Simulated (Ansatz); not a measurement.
Basis-set extrapolation for C2H6ClFSSi2 (`C=C[SiH](F)S[SiH2]Cl`) (PBE0-D4/def2-TZVP geometry, frozen core, Ansatz 0.2.0). Multiplicity 1, RHF reference.

```
                       def2-TZVPP    def2-QZVPP
                 HF  -1613.855550  -1613.905761
    MP2 correlation     -1.172519     -1.273014
CCSD(T) correlation     -1.293703       not run
```

Energies in hartree. Use E(X) = E(∞) + A·exp(−7.88·√X) for Hartree–Fock and E(X) = E(∞) + B·X^(−2.97) for correlation, with X = 3 and 4, and add CCSD(T) minus MP2 of the smaller set to the MP2 limit.

Problem. What is the CCSD(T) energy at the basis-set limit?

Solution. HF limit: -1613.905761 + (-0.050211) × 0.13774 = -1613.91268. MP2 limit: -1.273014 + (-0.100495) × 0.74074 = -1.34745. Higher-order term: -1.293703 − (-1.172519) = -0.12118. Total: -1615.38131 hartree, 609.3 kJ/mol below CCSD(T)/def2-TZVPP.
